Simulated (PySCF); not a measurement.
C7H12BF.
Z-matrix (Å and degrees, PBE0-D3(BJ)/def2-SVP geometry), rows numbered from 1:
```
C 
C   1  1.3337
C   2  1.4960  1  125.08
C   3  1.5282  2  113.32  1  -112.40
C   4  1.5380  3  115.39  2  -174.43
B   5  1.5673  4  104.89  3  -154.03
C   6  1.5716  5  107.06  4     8.97
C   7  1.5225  6  103.80  5    14.23
F   8  1.3909  4  108.40  3    49.93
H   1  1.0933  2  121.54  3   179.22
H   1  1.0952  2  121.18  3    -0.62
H   2  1.0987  1  118.86  3  -178.60
H   3  1.1043  2  109.48  1   126.65
H   3  1.1019  2  110.09  1     9.22
H   4  1.1068  3  108.69  2   -52.61
H   5  1.1007  4  115.05  3    75.24
H   5  1.1120  4  109.46  3   -43.21
H   6  1.2092  5  126.39  4  -169.64
H   7  1.1000  6  119.04  5   141.73
H   7  1.1101  6  104.35  5  -100.19
H   8  1.1025  4  112.89  3   -67.90
```

Computed with PySCF at PBE0/pcSseg-1, non-relativistic, on one gas-phase PBE0-D3(BJ)/def2-SVP geometry that isn't relaxed in the solvent. The solvent is an IEF-PCM continuum (cavity from Bondi-type radii × 1.2). Only the electrostatic response of the medium enters.

| run | E − E(gas) (kcal/mol) | HOMO (eV) | HOMO–LUMO gap (eV) | dipole (D) |
| --- | --- | --- | --- | --- |
| gas | 0.00 | -7.36 | 6.45 | 1.74 |
| P | -3.00 | -7.36 | 6.60 | 2.31 |
| Q | -1.55 | -7.34 | 6.53 | 2.00 |

**Question.** The runs were made in benzene and dichloromethane. Which run belongs to which solvent?

**Answer.** P = dichloromethane, Q = benzene. The dielectric constants are 2.271 (benzene), 8.93 (dichloromethane), and the energy falls further as ε rises. In this model the ground state sees the solvent through ε alone.

**Question.** How constant is the ratio of the lowering to (ε − 1)/(2ε + 1)?

**Answer.** 
| solvent | (ε − 1)/(2ε + 1) | E − E(gas) (kcal/mol) | ratio (kcal/mol) | polarisation term (kcal/mol) |
| --- | --- | --- | --- | --- |
| benzene | 0.229 | -1.55 | -6.8 | -1.64 |
| dichloromethane | 0.420 | -3.00 | -7.1 | -3.36 |

The ratio changes by +5.4 % in size from benzene to dichloromethane. The polarisation term is half the interaction of the solute with the induced surface charges.

On an Arm Neoverse N1 with one thread, shared host, this took 79 s and 1.3 GiB of memory at its peak. This is the whole shielding run at PBE0/pcSseg-1 in dichloromethane, SCF included.
